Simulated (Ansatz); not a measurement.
```yaml
atoms:
  - { symbol: C, position_ang: [0.0000, 0.0000, 0.0000] }
  - { symbol: C, position_ang: [0.8840, 0.8840, 0.8840] }
  - { symbol: C, position_ang: [0.8840, -0.8840, -0.8840] }
  - { symbol: C, position_ang: [-0.8840, 0.8840, -0.8840] }
  - { symbol: C, position_ang: [-0.8840, -0.8840, 0.8840] }
  - { symbol: H, position_ang: [0.2752, 1.5336, 1.5336] }
  - { symbol: H, position_ang: [1.5336, 0.2752, 1.5336] }
  - { symbol: H, position_ang: [1.5336, 1.5336, 0.2752] }
  - { symbol: H, position_ang: [0.2752, -1.5336, -1.5336] }
  - { symbol: H, position_ang: [1.5336, -0.2752, -1.5336] }
  - { symbol: H, position_ang: [1.5336, -1.5336, -0.2752] }
  - { symbol: H, position_ang: [-1.5336, 0.2752, -1.5336] }
  - { symbol: H, position_ang: [-1.5336, 1.5336, -0.2752] }
  - { symbol: H, position_ang: [-0.2752, 1.5336, -1.5336] }
  - { symbol: H, position_ang: [-1.5336, -1.5336, 0.2752] }
  - { symbol: H, position_ang: [-0.2752, -1.5336, 1.5336] }
  - { symbol: H, position_ang: [-1.5336, -0.2752, 1.5336] }
```

Basis set: cc-pVDZ (spherical functions). Frozen core: 5 orbitals. Charge 0, multiplicity 1.

Computed with Ansatz (development build ahead of 0.2.0); each method stands on the lowest determinant of its kind that the runs found. Restricted open shells among the atoms or ions are ROHF, correlated in semicanonical orbitals with singles.

The atomization energy at this shape (free ground-state atoms in the same class of orbitals less the molecule, no zero-point energy) of singlet C5H12:

```json
{"method": "RHF", "atomization energy": "1219.72 kcal/mol"}
```

(1) What does RHF-MP2 give?

Answers

(1) 1509.76 kcal/mol.
